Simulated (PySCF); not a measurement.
**Two-component Hartree-Fock for Sn³⁺ (tin, charge +3)**

Start: [Kr] 4d10 5s1; 5s1/2 filled at m_j = +1/2. Calculated with PySCF 2.14 in x2c-TZVPall-2c (8s9p5d2f, 74 functions): generalised Hartree-Fock with the X2C-1e Hamiltonian and a Gaussian nucleus; one run each with spin-orbit coupling (SO) switched off, then screened by Boettger's factors.

| spinor shell | electrons | ε, spin-free (eV) | ε, screened SO (eV) | weight of nominal j (screened SO) | rms radius, screened SO (bohr) |
| --- | --- | --- | --- | --- | --- |
| 1s1/2 | 2 | -29376.8 | -29374.1 | 1.000 | 0.0333 |
| 2s1/2 | 2 | -4552.8 | -4552.0 | 1.000 | 0.136 |
| 2p1/2 | 2 | -4083.0 | -4243.0 | 1.000 | 0.118 |
| 2p3/2 | 4 | -4083.0 | -4010.1 | 1.000 | 0.123 |
| 3s1/2 | 2 | -942.11 | -941.92 | 1.000 | 0.361 |
| 3p1/2 | 2 | -784.83 | -814.99 | 1.000 | 0.354 |
| 3p3/2 | 4 | -784.83 | -771.01 | 1.000 | 0.366 |
| 3d3/2 | 4 | -543.35 | -548.58 | 1.000 | 0.340 |
| 4s1/2 | 2 | -189.20 | -189.17 | 1.000 | 0.874 |
| 4p1/2 | 2 | -139.38 | -144.85 | 1.000 | 0.930 |
| 4p3/2 | 4 | -139.38 | -136.87 | 1.000 | 0.958 |
| 4d3/2 | 4 | -64.738 | -65.432 | 0.990 | 1.16 |
| 4d5/2 | 6 | -64.738 | -64.263 | 0.994 | 1.17 |
| 5s1/2 | 1 | -39.465 | -39.466 | 1.000 | 2.31 |

Task: Where does 3d5/2 lie, and what is the 3d spin-orbit splitting (screened SO)?

Result: At -539.70 eV, 8.872 eV above 3d3/2.

| quantity | spin-free | screened SO |
| --- | --- | --- |
| E (hartree) | -6171.24313 | -6172.70447 |
| M_J | 1/2 | 1/2 |
| ⟨J²⟩ | 0.751 | 0.751 |
| ⟨L²⟩ | 0.000 | 0.018 |
| ⟨S²⟩ | 0.751 | 0.768 |

Each row is a mean over spinors that exchange with the open shell spreads, by up to 0.509 eV (4s1/2).

Breit and QED terms are absent; they matter most for the inner s and p1/2 levels.

Densities and radii are taken from the X2C orbitals without a picture-change correction, which distorts them close to the nucleus.

Without spin-orbit coupling the j labels of p, d and f shells carry no meaning; the spin-free column gives the mean over the occupied spinors of each nl shell.
